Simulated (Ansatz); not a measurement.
The cluster Pd2S2⁻, relaxed as a doublet with UKS PBE0-D4/def2-SVPD in Ansatz, starting from the GFN1-xTB geometry. Force threshold 0.02 eV/Å.

In the def2 sets Pd takes a core potential; there is no spin–orbit coupling. The relaxation made no stability test and no search for a lower SCF solution. The structure comes from a short search, and lower isomers may exist.

Start:

Cartesian coordinates in Å:
```
Pd 0.6260 -0.0345 -1.1704
Pd -0.6258 0.0337 1.1703
S 0.0439 1.8050 -0.0297
S -0.0441 -1.8043 0.0298
```

```csv
step,energy (eV),largest force component (eV/Å),SCF passes
1,-28619.7271,0.941,23
2,-28619.7583,0.445,32
3,-28619.7846,0.076,28
4,-28619.7850,0.006,27
```

Force components are those of the run's own axes.

End:

```csv
atom,x (Å),y (Å),z (Å)
Pd1,0.654,-0.036,-1.223
Pd2,-0.654,0.036,1.223
S3,0.043,1.767,-0.029
S4,-0.043,-1.767,0.029
```

By distances, no bond broke or formed. The bond that changes most is Pd2–S4, from 2.24 to 2.25 Å (atoms count from 1).

No frequencies were taken in this run, so the end may be a saddle point.

Run time 5.5 s (4 threads of AMD EPYC 9R45 on a shared host).
